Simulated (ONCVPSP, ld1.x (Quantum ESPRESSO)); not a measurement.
# Potentials for N compared

Generated with ld1.x 7.5 (TM, RRKJ, ultrasoft, PAW), atompaw 4.2 or ONCVPSP 4.0.1. The cutoff is in Ry: for ld1.x and atompaw files where the sum of valence levels is converged to 10 mRy in a Bessel basis, for ONCV files where the hardest occupied wave has 1 mHa per electron of residual kinetic energy. The error is the largest all-electron minus pseudo excitation energy over each file’s own four to seven test configurations (ionisations up to +4, promotions, holes and added fractions of an electron), all of which were solved. The labels leave out finer settings (local radius, basis sizes, second energies), which also bear on the numbers. Spin-polarised tests are not counted. The rows are a selection from randomly drawn settings: files with unsolved tests, undetermined cutoffs or missed reference levels are left out.

| potential | cutoff (Ry) | largest error (meV) | bound ghosts |
| --- | --- | --- | --- |
| RRKJ, PBE, scalar-relativistic, rc 0.80/1.65/1.50 (spd), local smoothed, core correction no, reference 2s2 2p1 | 90 | +558 | none |
| ONCV, PBE, scalar-relativistic, rc 0.75/1.95 (sp), local smoothed, core correction yes, reference 2s2 2p2, qcut 8.9/5.4, projectors 2/2 | 61 | +3293 | none |
| TM, PBEsol, scalar-relativistic, rc 0.95/1.70 (sp), local smoothed, core correction yes, reference 2s2 2p2.5 | 55 | +131 | none |
| TM, PBE, scalar-relativistic, rc 0.75/2.20 (sp), local p, core correction no, reference 2s2 2p2 | 110 | +1421 | none |
| TM, PBE, scalar-relativistic, rc 0.70/1.30/1.40 (spd), local smoothed, core correction yes, reference 2s2 2p3 | 140 | +648 | none |
| TM, LDA (PZ), scalar-relativistic, rc 1.00/1.25/1.30 (spd), local p, core correction no, reference 2s2 2p2.75 | 70 | +399 | none |

Fill in the row for N: ONCV, LDA (Perdew-Wang 92), non-relativistic, rc 0.95/2.05/1.65 (spd), local s, core correction yes, reference 2s2 2p2, qcut 8.7/7.5/5.9, projectors 0/2/2.

cutoff 59 Ry, largest error +1167 meV, bound ghosts: none.
